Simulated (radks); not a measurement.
Question: Species: Ag12+. Configuration: [Ar] 3d10 4s2 4p5 (the NIST ground configuration). Method: non-relativistic Kohn-Sham, PBE, spin-polarised, spherical densities, point nucleus; open shells are filled with parallel spins first (spin-orbit coupling, left out, can overturn this in heavy ions); relativity is left out, which matters for an element this heavy; computed with a radial shooting solver on a logarithmic mesh with Libxc functionals. Some entries of the table are withheld. Estimate them.

orbital,occ.,eigenvalue (Ry),r(max) (bohr)
1s up,1,-1822.370,0.02144
1s down,1,-1822.349,0.02144
2s up,1,-279.5703,0.1191
2s down,1,-279.5578,0.1191
2p up,3,-261.5457,0.09338
2p down,3,-261.5250,0.09338
3s up,1,-66.37548,0.3436
3s down,1,-66.35276,0.3437
3p up,3,-59.12100,0.3301
3p down,3,-59.09487,0.3301
3d up,5,-45.76787,0.2726
3d down,5,-45.74160,0.2726
4s up,1,-23.47395,0.8128
4s down,1,-23.33497,0.8124
4p up,3,(1),0.8349
4p down,2,(2),0.8346
4d up,0,(3),0.8792
4d down,0,(4),0.8794
5s up,0,-11.65016,1.610
5s down,0,-11.60054,1.613

Answer: 
(1) 4p up eigenvalue (Ry): -20.94040
(2) 4p down eigenvalue (Ry): -20.80362
(3) 4d up eigenvalue (Ry): -16.59694
(4) 4d down eigenvalue (Ry): -16.46906
